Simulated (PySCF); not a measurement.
A side-by-side comparison of computed properties.

First species: C₅H₁₆N₂Si₂.
Numbering: `[CH2:1]=[C:2]([SiH2:3][NH2:4])[N:5]([CH3:6])[CH2:7][CH2:8][SiH3:9]` (hydrogens: H10, H11 on C1; H12, H13 on Si3; H14, H15 on N4; H16, H17, H18 on C6; H19, H20 on C7; H21, H22 on C8; H23, H24, H25 on Si9)

Second species: C5H7F2NO2.
Numbering: `[CH3:1]/[N:2]=[CH:3]\[C@@H:4]1[O:5][C@H:6]1[O:7][CH:8]([F:9])[F:10]` (hydrogens: H11, H12, H13 on C1; H14 on C3; H15 on C4; H16 on C6; H17 on C8)

Levels: PBE0/pcSseg-1 for HOMO energy, LUMO energy and HOMO–LUMO gap. Geometries: GFN2-xTB. Each structure is a single optimised conformer of the isolated species, non-relativistic unless stated. Electronic properties by PySCF.

Dipoles, sizes and rotational constants follow the conformer. The torsions of the flexible species, by atom-mapped SMILES:
- `[CH3:1]/[N:2]=[CH:3]\[C@@H:4]1[O:5][C@H:6]1[O:7][CH:8]([F:9])[F:10]`: N2–C3–C4–O5 -176°, O5–C6–O7–C8 23°, C6–O7–C8–F9 88°

The conformers of `C=C([SiH2]N)N(C)CC[SiH3]` aren't listed.

Values for the first species:

- HOMO energy: -5.62 eV
- LUMO energy: 0.47 eV
- HOMO–LUMO gap: 6.09 eV

(1) Estimate the same properties for the second species, and the change in each.

## Answers

(1) 
```tsv
property	first	second	second less first
HOMO energy	-5.62 eV	-7.29 eV	-1.67 eV
LUMO energy	0.47 eV	-0.67 eV	-1.14 eV
HOMO–LUMO gap	6.09 eV	6.62 eV	+0.53 eV
```

